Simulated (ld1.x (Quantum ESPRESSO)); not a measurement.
## Transferability test, TM semilocal potential for antimony

* Element: antimony (Sb)
* Generator: ld1.x (Quantum ESPRESSO) 7.5
* Type: norm-conserving Troullier–Martins (semilocal form)
* Functional: LDA (PZ)
* Relativity: scalar-relativistic
* Frozen core: [Kr] 4d10
* Valence charge: 5
* Reference configuration: 5s2 5p1.5 (charge +1.5)
* Partial waves: 5s (bound): rc 2.00 bohr; 5p (bound): rc 2.05 bohr; 5d channel at 0.05 Ry: rc 1.70 bohr
* Local potential: the d channel
* Core correction: none

Energies are relative to the spin-unpolarised reference configuration 5s2 5p1.5; without spin polarisation the order of configurations can differ from experiment. Spin-polarised rows fill each open shell by Hund’s rule, majority spin first.

```tsv
valence configuration	charge	ΔE all-electron (eV)	error AE − PS (meV)
5s2 5p2	+1	-7.104	+5.3
5s2 5p1	+2	9.149	+3.0
5s2 5p2.5	+0.5	-12.270	+15
5s2 5p0	+3	33.935	+64
5s1 5p0	+4	78.750	+415
5s2 5p1.5 (spin-polarised)	+1.5	-0.367	+84
5s2 5p3 (spin-polarised)	0	-16.717	+210
```

Question: What are ΔE and the potential's error for 5s2 5p3.3?

Answer: ΔE = -16.832 eV all-electron; the error (AE − PS) is +30 meV.

Question: What are ΔE and the potential's error for 5s2 5p3?

Answer: ΔE = -15.625 eV all-electron; the error (AE − PS) is +24 meV.
